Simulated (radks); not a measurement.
The numbers below are computed, except where a source is named.
Re III, configuration [Xe] 4f14 5d4 6d1 (not the ground configuration).

Level of theory: scalar-relativistic Kohn-Sham, SCAN, spin-polarised, spherical densities, finite nucleus; open shells are filled with parallel spins first (spin-orbit coupling, left out, can overturn this in heavy ions); meta-GGA in the generalised Kohn-Sham scheme; Fermi nuclear charge, rms radius 5.3698 fm (a radial shooting solver on a logarithmic mesh with Libxc functionals).

Energy parts (eV):
total: -454172.38
kinetic: 501739.70
electron-nucleus: -1122423.23
Hartree: 175521.74
exchange-correlation: -9010.58

Orbitals (lengths in bohr, moments of r in powers of bohr; <r^-3> diverges for s and p1/2):
orbital  occ.  eigenvalue (eV)      <r^2>  <r^-3>
1s up       1        -71752.02  0.0004481       -
1s down     1        -71752.02  0.0004481       -
2s up       1        -12486.84   0.006871       -
2s down     1        -12486.66   0.006871       -
2p up       3        -10897.32   0.005708   20810
2p down     3        -10897.15   0.005708   20810
3s up       1        -2920.826    0.04447       -
3s down     1        -2920.779    0.04447       -
3p up       3        -2449.203    0.04536    4671
3p down     3        -2449.139    0.04535    4671
3d up       5        -1913.544    0.03769   594.5
3d down     5        -1913.397    0.03769   594.5
4s up       1        -633.9530     0.2188       -
4s down     1        -633.6424     0.2188       -
4p up       3        -478.5392     0.2493    1089
4p down     3        -478.2404     0.2491    1088
4d up       5        -282.8613     0.2896   119.6
4d down     5        -282.4992     0.2890   119.7
5s up       1        -111.5917      1.212       -
5s down     1        -108.9272      1.192       -
5p up       3         -72.8465      1.632   161.5
5p down     3         -69.5527      1.594   167.1
4f up       7         -66.6351     0.4214   20.89
4f down     7         -66.0294     0.4120   21.07
5d up       4         -28.4893      3.259   9.956
6d up       1          -8.9158      26.50   1.180

The highest occupied level is 6d up at -8.916 eV. The density falls to 0.001 e/bohr^3 at r = 4.72 bohr. Spin moment in Bohr magnetons: 5. The spin density at the nucleus is -19.64 e/bohr^3 (1s -0.34, 2s -0.58, 3s 0.28, 4s 2.69, 5s -21.69). The electron density at the nucleus is 1.648e+06 e/bohr^3 (large components only).

Empty levels of this run are not shown, since the potential may be unsettled where no density lies.
